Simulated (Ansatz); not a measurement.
Method: frozen-core CCSD(T)/cc-pVTZ // PBE0-D3(BJ)/def2-SVP (Ansatz, an electronic-structure program).

Ansatz 0.2 input:
```yaml
crystal:
  periodic: [false, false, false]
  atoms:
    - { symbol: Ga, position_ang: [-0.054955, -0.249216, 0.013487] }
    - { symbol: H, position_ang: [-1.420015, -0.497684, -0.733317] }
    - { symbol: H, position_ang: [-0.041894, -0.234772, 1.591622] }
    - { symbol: H, position_ang: [1.301115, -0.474161, -0.756536] }
    - { symbol: S, position_ang: [-0.083397, 2.35728, -0.324483] }
    - { symbol: H, position_ang: [-1.070877, 2.639647, 0.553337] }
    - { symbol: H, position_ang: [0.886675, 2.66455, 0.564339] }
basis:
  gaussian: { orbitals: cc-pVTZ }
correlation:
  method: ccsd_t
```

Output:

```
Functional definition: HF
842 factors; integrals over basis functions are off by at most 1.9e-3 eV
mean field evaluation 1: about -63230.5941 eV, gradient 1.4e1 eV
mean field evaluation 2: about -63230.6548 eV, gradient 1.4e1 eV
mean field evaluation 4: about -63231.6944 eV, gradient 1.6e0 eV
mean field evaluation 8: about -63231.7060 eV, gradient 1.5e-1 eV
mean field evaluation 16: about -63231.5301 eV, gradient 4.4e0 eV
mean field -63231.70615363 eV, -2323.7223411562 hartree, gradient 7.7e-7 eV, S^2 0.000000; 0 other end points of the search recorded, 0 dependent functions left out
14 core orbitals not correlated
reference -63231.70615363 eV, -2323.7223411562 hartree; 12, 12 occupied and 121, 121 virtual orbitals, 842 factors
second order -10.29650648 eV of doubles, -0.00000000 eV of singles
cycle   1  -10.93760923 eV  change   -6.4e-1 eV  update   8.9e-2
cycle   2  -11.36257175 eV  change   -4.2e-1 eV  update   2.7e-2
cycle   3  -11.42470933 eV  change   -6.2e-2 eV  update   1.2e-2
cycle   4  -11.42325747 eV  change    1.5e-3 eV  update   2.8e-3
cycle   5  -11.42250567 eV  change    7.5e-4 eV  update   8.2e-4
cycle   6  -11.42209975 eV  change    4.1e-4 eV  update   2.4e-4
cycle   7  -11.42210590 eV  change   -6.2e-6 eV  update   7.3e-5
cycle   8  -11.42212499 eV  change   -1.9e-5 eV  update   2.5e-5
perturbative correction -0.46667516 eV, -0.0171499958 hartree
Total energy: -63243.59495379 eV, -2324.1592465033 hartree
```

Cost: very roughly 28 core-seconds.
